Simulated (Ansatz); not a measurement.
`CC1(Br)CO1` + H₂ → `BrC1CO1` + CH₄ at 400 K and 1 bar (hydrogenolysis of a C–C bond).

Gas-phase electronic energies from Ansatz, PBE0-D4/def2-TZVP geometries. CBS: MP2 limit from def2 TZ/QZ plus the TZ coupled-cluster correction, frozen cores. This one scheme is used for every species. For Br outer-core shells are correlated without core-valence functions, which leaves a few kJ/mol of doubt a bond. Scalar relativity is left out up to krypton.

```tsv
species	CCSD(T)/CBS energy (Eh)	H − E (kJ/mol)	S (J/(mol·K))
`CC1(Br)CO1`	-2765.61523	225.9	347.2
H₂	-1.17544	38.0	139.0
`BrC1CO1`	-2726.34478	146.6	310.6
CH₄	-40.46206	131.3	197.2
```

H − E and S are ideal-gas, rigid-rotor, harmonic terms from PBE0-D4/def2-TZVP, for one conformer and one mirror image of each species. For small species the MP2-based limit differs from directly extrapolated CCSD(T) by up to some mEh (0.8 for H₂); such offsets cancel only in part. 1 Eh = 2625.50 kJ/mol, R = 8.31446 J/(mol·K).

Question: By hand: ΔE, ΔH, ΔS and ΔG.

Answer: ΔE = (-2726.34478) + (-40.46206) − (-2765.61523) − (-1.17544) = -0.01617 Eh = -42.5 kJ/mol. Δ(H − E) = 146.6 + 131.3 − 225.9 − 38.0 = 14.0, so ΔH = -28.5 kJ/mol. ΔS = 310.6 + 197.2 − 347.2 − 139.0 = 21.6 J/(mol·K). ΔG = -28.5 − 400 × (21.6)/1000 = -37.1 kJ/mol.

Question: By hand: the equilibrium constant, and the temperature at which ΔG would vanish if ΔH and ΔS stayed fixed.

Answer: log₁₀ K = −ΔG/(RT ln 10) = 4.8. ΔH and −TΔS have one sign here, so there is no such temperature.

ΔH outweighs TΔS. A doubt of 5 kJ/mol in ΔE shifts log₁₀ K by 0.7 here. Other conformers and mirror images would add mixing entropy, several J/(mol·K) or more a flexible species. These are equilibria of isolated gas molecules and say nothing of rates. Largest T1 diagnostic: 0.010 (customary marks: 0.02 for closed shells, 0.045 for open ones).
